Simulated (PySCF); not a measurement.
C4H12BP.
Structure used (PBE0-D3(BJ)/def2-SVP), in Å, numbered top down from 1:
```xyz
18
C4H12BP angstrom
C     -0.6085   -1.5398   -0.5370
B     -0.4542    0.0260   -0.4592
C     -1.7076    0.9526   -0.6960
P      1.1819    0.7975    0.0515
C      1.3471    2.4388   -0.7796
C      2.5660   -0.1898   -0.6703
H     -1.4633   -1.8855    0.0689
H      0.2776   -2.1284   -0.2603
H     -0.8645   -1.7980   -1.5819
H     -1.6339    1.9583   -0.2564
H     -1.7924    1.0981   -1.7908
H     -2.6543    0.4915   -0.3719
H      0.4981    3.0762   -0.4930
H      2.2666    2.9374   -0.4389
H      1.3730    2.3603   -1.8776
H      2.4684   -1.2368   -0.3489
H      2.5822   -0.1593   -1.7708
H      3.5280    0.1861   -0.2919
```

Computed with PySCF at B3LYP/def2-SVPD, non-relativistic, on one gas-phase PBE0-D3(BJ)/def2-SVP geometry that isn't relaxed in the solvent. The solvent is an IEF-PCM continuum (Bondi radii, 1.10 Å for H, scaled by 1.2), and excitations are vertical TDDFT with non-equilibrium linear response and a frozen core. Specific hydrogen bonds and non-electrostatic terms are outside this model.

Gas-phase singlets (H = HOMO, L = LUMO):

```csv
state,E (eV),λ (nm),f,leading configurations
S1,4.365,284,0.112,H→L 96%
S2,5.336,232,0.002,H→L+1 98%
S3,5.698,218,0.023,H→L+2 98%
S4,6.000,207,0.025,"H-1→L 74%, H→L+3 23%"
S5,6.149,202,0.055,"H→L+3 76%, H-1→L 22%"
```

Task: How does the list change in acetone (ε = 20.49)?

Result: 
```json
{"state": "S1", "E (eV)": "4.363", "λ (nm)": "284", "f": "0.143", "leading configurations": "H→L 97%", "change by rank (eV)": "-0.002"}
{"state": "S2", "E (eV)": "5.508", "λ (nm)": "225", "f": "0.005", "leading configurations": "H→L+1 98%", "change by rank (eV)": "+0.172"}
{"state": "S3", "E (eV)": "5.801", "λ (nm)": "214", "f": "0.036", "leading configurations": "H→L+2 98%", "change by rank (eV)": "+0.103"}
{"state": "S4", "E (eV)": "5.986", "λ (nm)": "207", "f": "0.061", "leading configurations": "H-1→L 93%", "change by rank (eV)": "-0.014"}
{"state": "S5", "E (eV)": "6.245", "λ (nm)": "199", "f": "0.005", "leading configurations": "H-2→L 96%", "change by rank (eV)": "+0.096"}
```

Task: How do the frontier levels move from gas to acetone?

Result: 
```tsv
orbital	gas (eV)	solvent (eV)	change (eV)	Löwdin shares, gas	Löwdin shares, solvent
LUMO+2	0.68	0.80	+0.12	P4 15 %, C5 12 %, C6 12 %, C1 6 %	P4 18 %, C5 12 %, C6 12 %, C1 6 %
LUMO+1	0.22	0.37	+0.15	B2 33 %, C3 8 %, C1 8 %, H11 7 %	B2 36 %, C3 8 %, C1 8 %, H11 6 %
LUMO	-0.95	-0.88	+0.07	B2 36 %, P4 20 %, C1 10 %, C3 9 %	B2 36 %, P4 21 %, C1 10 %, C3 9 %
HOMO	-5.89	-5.92	-0.03	P4 54 %, B2 15 %, C6 9 %, C5 9 %	P4 53 %, B2 15 %, C6 9 %, C5 9 %
HOMO-1	-8.15	-8.06	+0.09	P4 27 %, B2 21 %, C1 10 %, C3 9 %	P4 27 %, B2 21 %, C1 10 %, C3 9 %
HOMO-2	-8.55	-8.44	+0.11	B2 21 %, C3 21 %, C1 20 %, C6 7 %	B2 21 %, C3 20 %, C1 19 %, C6 7 %
HOMO-3	-9.46	-9.32	+0.14	C6 20 %, C5 20 %, P4 18 %, C3 7 %	C6 19 %, C5 19 %, P4 18 %, C3 7 %
```

The HOMO–LUMO gap goes from 4.94 to 5.04 eV.

Hardware: one thread, Arm Neoverse V2 (aarch64), on a shared host. Cost: 31 s wall, 1.1 GiB resident at most. This is the whole response run at B3LYP/def2-SVPD in acetone, SCF included.
